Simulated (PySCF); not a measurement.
CdHBr, SMILES [Br][CdH].

Geometry optimised at B3LYP-D3(BJ)/def2-TZVP. The def2 effective core potentials stand for the cores of Cd; spin–orbit coupling is left out.

All values below come from TDDFT-PBE0/def2-TZVPD (PySCF).

Vertical excitations; the highest root listed may be one member of a degenerate set.  State labels are in the subgroup C2v.

**Question.** Estimate the UV-visible absorptions. (Estimate from the structure and the level; the computed values follow.)

**Answer.** 
| state | symmetry | energy (eV) | λ (nm) | f | main pairs |
|---|---|---|---|---|---|
| S1 | B1 | 5.64 | 220 | 0.024 | HOMO→LUMO (degenerate set) |
| S2 | B2 | 5.64 | 220 | 0.024 | HOMO−1→LUMO (degenerate set) |
| S3 | A2 | 6.02 | 206 | 0.000 | HOMO−1→LUMO+1 50 %, HOMO→LUMO+2 50 % |
| S4 | A1 | 6.04 | 205 | 0.000 | HOMO→LUMO+1, HOMO−1→LUMO+2 (degenerate set) |
| S5 | A2 | 6.04 | 205 | 0.000 | HOMO→LUMO+2, HOMO−1→LUMO+1 (degenerate set) |
| S6 | A1 | 6.29 | 197 | 0.002 | HOMO−1→LUMO+2 40 %, HOMO→LUMO+1 40 %, HOMO−2→LUMO 15 % |
| S7 | B1 | 6.79 | 183 | 0.024 | HOMO−2→LUMO+1 (degenerate set) |
| S8 | B2 | 6.79 | 183 | 0.024 | HOMO−2→LUMO+2 (degenerate set) |
| S9 | A1 | 7.74 | 160 | 1.322 | HOMO−2→LUMO 76 % |
| S10 | A1 | 8.08 | 153 | 0.004 | HOMO−3→LUMO 92 % |
| T1 | B1 | 5.29 | 234 | 0 | HOMO→LUMO (degenerate set) |
| T2 | B2 | 5.29 | 234 | 0 | HOMO−1→LUMO (degenerate set) |
| T3 | A1 | 5.53 | 224 | 0 | HOMO−2→LUMO 93 % |
| T4 | A1 | 5.75 | 216 | 0 | HOMO→LUMO+1 47 %, HOMO−1→LUMO+2 47 % |
Triplets are in the Tamm–Dancoff approximation, which puts them higher than full response would, so one can lie above its singlet here.
